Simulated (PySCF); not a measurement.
**Bond curve of SrO**

Set-up: Sr x2c-TZVPall, O x2c-TZVPall; spin-free X2C with a Gaussian nucleus (PySCF 2.14). Energies in eV from Sr + O in their ground configurations at the same level. State: ¹Σ⁺ (singlet), closed shell.

All columns are PBE0. A positive dipole means Sr(−)O(+).

```json
{"R (Å)": "1.633", "E (eV)": "-2.919", "μ (D)": "-6.22", "Mulliken charge on Sr (basis-dependent)": "0.73", "HOMO (eV)": "-4.64", "LUMO (eV)": "-1.19", "Mayer bond order": "1.96", "⟨S²⟩": "0.00"}
{"R (Å)": "1.709", "E (eV)": "-3.617", "μ (D)": "-7.04", "Mulliken charge on Sr (basis-dependent)": "0.77", "HOMO (eV)": "-4.64", "LUMO (eV)": "-1.34", "Mayer bond order": "1.92", "⟨S²⟩": "0.00"}
{"R (Å)": "1.785", "E (eV)": "-4.013", "μ (D)": "-7.78", "Mulliken charge on Sr (basis-dependent)": "0.80", "HOMO (eV)": "-4.61", "LUMO (eV)": "-1.49", "Mayer bond order": "1.89", "⟨S²⟩": "0.00"}
{"R (Å)": "1.842", "E (eV)": "-4.157", "μ (D)": "-8.26", "Mulliken charge on Sr (basis-dependent)": "0.82", "HOMO (eV)": "-4.59", "LUMO (eV)": "-1.60", "Mayer bond order": "1.86", "⟨S²⟩": "0.00"}
{"R (Å)": "1.899", "E (eV)": "-4.198", "μ (D)": "-8.69", "Mulliken charge on Sr (basis-dependent)": "0.84", "HOMO (eV)": "-4.57", "LUMO (eV)": "-1.71", "Mayer bond order": "1.85", "⟨S²⟩": "0.00"}
{"R (Å)": "1.956", "E (eV)": "-4.158", "μ (D)": "-9.07", "Mulliken charge on Sr (basis-dependent)": "0.85", "HOMO (eV)": "-4.56", "LUMO (eV)": "-1.81", "Mayer bond order": "1.84", "⟨S²⟩": "0.00"}
{"R (Å)": "2.032", "E (eV)": "-4.010", "μ (D)": "-9.50", "Mulliken charge on Sr (basis-dependent)": "0.86", "HOMO (eV)": "-4.56", "LUMO (eV)": "-1.95", "Mayer bond order": "1.83", "⟨S²⟩": "0.00"}
{"R (Å)": "2.127", "E (eV)": "-3.718", "μ (D)": "-9.92", "Mulliken charge on Sr (basis-dependent)": "0.85", "HOMO (eV)": "-4.48", "LUMO (eV)": "-2.11", "Mayer bond order": "1.84", "⟨S²⟩": "0.00"}
{"R (Å)": "2.241", "E (eV)": "-3.276", "μ (D)": "-10.28", "Mulliken charge on Sr (basis-dependent)": "0.84", "HOMO (eV)": "-4.37", "LUMO (eV)": "-2.28", "Mayer bond order": "1.84", "⟨S²⟩": "0.00"}
{"R (Å)": "2.393", "E (eV)": "-2.623", "μ (D)": "-10.56", "Mulliken charge on Sr (basis-dependent)": "0.81", "HOMO (eV)": "-4.33", "LUMO (eV)": "-2.49", "Mayer bond order": "1.84", "⟨S²⟩": "0.00"}
```

A fit through these points gives, at Re = 1.897 Å, μ = -8.68 D and dμ/dR = -7.13 D/Å; the reduced mass is 13.53 u.

How strong is the fundamental in the double-harmonic approximation, I = 42.26·(dμ/dR)²/μred km/mol?

I = 42.26·(-7.13)²/13.53 = 159 km/mol at PBE0.
